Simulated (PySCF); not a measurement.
This PySCF input asks for the NMR shieldings of `O(C)[C@@H]1C[C@@H](C)P[C@@H]1C`, C₇H₁₅OP; the geometry comes from GFN2-xTB.

```python
import basis_set_exchange as bse
import numpy as np
from pyscf import gto, dft
from pyscf.prop import nmr

atoms = """
C    -2.357216   -0.863264    1.079633
O    -1.396839    0.109669    0.773943
C    -0.777394   -0.035798   -0.489171
C     0.285798   -1.136524   -0.486831
C     1.408376   -0.683577    0.454552
C     2.759355   -1.276773    0.069179
P     1.440343    1.208314    0.416011
C    -0.008512    1.259282   -0.771488
C    -0.844729    2.522494   -0.633725
H    -2.781564   -0.583049    2.042474
H    -3.153048   -0.885840    0.323982
H    -1.922911   -1.866332    1.160852
H    -1.545943   -0.223092   -1.258529
H    -0.125685   -2.097221   -0.174337
H     0.670044   -1.248168   -1.502554
H     1.169564   -0.980883    1.480184
H     3.054207   -0.941450   -0.923625
H     2.712754   -2.364962    0.067183
H     3.526209   -0.965729    0.775389
H     0.630665    1.369854    1.544341
H     0.398008    1.201060   -1.789798
H    -1.311505    2.550585    0.347579
H    -0.216442    3.403399   -0.750652
H    -1.625270    2.547769   -1.392754
"""
names = dict.fromkeys(["C", "O", "P", "H"], "pcSseg-1")
basis = {el: gto.basis.parse(bse.get_basis(n, elements=[el], fmt="nwchem")) for el, n in names.items()}
mol = gto.M(atom=atoms, basis=basis, charge=0, verbose=0)
mf = dft.RKS(mol, xc="PBE0")
mf.grids.level = 2
mf.grids.alignment = dft.numint.BLKSIZE   # the property module wants whole blocks of grid points
mf.conv_tol = 1e-9
mf.kernel()

calc = nmr.RKS(mf)   # GIAO
C = mf.mo_coeff
Co = C[:, mf.mo_occ > 0]
resp = mf.gen_response(singlet=True, hermi=2)
def vind(x):   # induced exchange potential for any number of trial vectors
    d = np.einsum("pi,xij,qj->xpq", C, 2 * x.reshape(-1, C.shape[1], Co.shape[1]), Co, optimize=True)
    return np.einsum("xpq,pi,qj->xij", resp(d - d.transpose(0, 2, 1)), C, Co, optimize=True).ravel()
mo1, _ = nmr.rhf.solve_mo1(calc, with_cphf=vind)
sigma = calc.kernel(mo1)
for i, s in enumerate(sigma):   # ppm
    print("%2d %-2s %9.2f" % (i, mol.atom_pure_symbol(i), np.trace(s) / 3))
```

**Question.** Give the expected output.

**Answer.** 
```
 0 C     129.98
 1 O     303.50
 2 C      95.80
 3 C     144.59
 4 C     155.51
 5 C     162.43
 6 P     400.32
 7 C     143.44
 8 C     172.61
 9 H      27.87
10 H      28.62
11 H      28.17
12 H      28.16
13 H      29.09
14 H      30.89
15 H      29.24
16 H      30.78
17 H      30.42
18 H      30.17
19 H      28.07
20 H      29.71
21 H      30.28
22 H      30.48
23 H      30.54
```

These numbers come from an equivalent density-fitted implementation of the same equations, which agrees with the script to about 0.01 ppm for H and up to a few tenths of a ppm for heavy atoms, so last digits may differ.

Size and cost of the density-fitted run: 235 basis functions, roughly 2.3 core-minutes.
